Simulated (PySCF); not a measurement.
**How methods differ on the ionisation energy of Be+**

Be+ [He] 2s1 (2S) → Be(2+) 1s2 (1S), as a difference of total energies. Computed with PySCF 2.14 in aug-cc-pVDZ, with no relativity, point nucleus. The calculations carry no spin-orbit coupling.

```json
{"method": "UHF", "ionisation energy (eV)": "18.091"}
{"method": "MN15", "ionisation energy (eV)": "17.905"}
{"method": "TPSS", "ionisation energy (eV)": "18.340"}
```

For comparison: 18.211 eV (measured; NIST Atomic Spectra Database, ionization energies).
